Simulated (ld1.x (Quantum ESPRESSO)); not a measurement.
## Transferability test, TM semilocal potential for zinc (Zn)

zinc, norm-conserving Troullier–Martins (semilocal form), made with ld1.x (Quantum ESPRESSO) 7.5 (LDA (PZ), non-relativistic). Core [Ar], reference 3d10 4s2 4p0. Waves: 4s (bound): rc 2.20 bohr; 4p (bound, empty): rc 2.80 bohr; 3d (bound): rc 1.00 bohr. Local part: the d channel. Core correction: a·sin(br)/r model core inside 0.90 bohr.

Energies are relative to the spin-unpolarised reference configuration 3d10 4s2 4p0; without spin polarisation the order of configurations can differ from experiment. Spin-polarised rows fill each open shell by Hund’s rule, majority spin first.

Task: Give the all-electron excitation energy and the error of the potential for: 3d10 4s1 4p0; 3d10 4s0 4p0; 3d9 4s0 4p0; 3d10 4s0 4p1; 3d10 4s1.5 4p0; 3d9 4s2 4p1; 3d10 4s1 4p1; 3d10 4s1 4p0 (spin-polarised); 3d9 4s0 4p0 (spin-polarised).

Result:

| valence configuration | charge | ΔE all-electron (eV) | error AE − PS (meV) |
| --- | --- | --- | --- |
| 3d10 4s1 4p0 | +1 | 9.965 | -5.4 |
| 3d10 4s0 4p0 | +2 | 28.362 | -45 |
| 3d9 4s0 4p0 | +3 | 69.539 | -141 |
| 3d10 4s0 4p1 | +1 | 16.107 | -7.9 |
| 3d10 4s1.5 4p0 | +0.5 | 3.983 | -0.8 |
| 3d9 4s2 4p1 | 0 | 12.817 | -174 |
| 3d10 4s1 4p1 | 0 | 4.965 | -1.0 |
| 3d10 4s1 4p0 (spin-polarised) | +1 | 9.716 | -6.7 |
| 3d9 4s0 4p0 (spin-polarised) | +3 | 69.266 | -83 |

Levels in the configuration 3d9 4s2 4p1:

| level | all-electron (eV) | pseudo (eV) |
| --- | --- | --- |
| 3d | -19.006 | -19.383 |
| 4s | -8.658 | -8.625 |
| 4p | -2.779 | -2.750 |
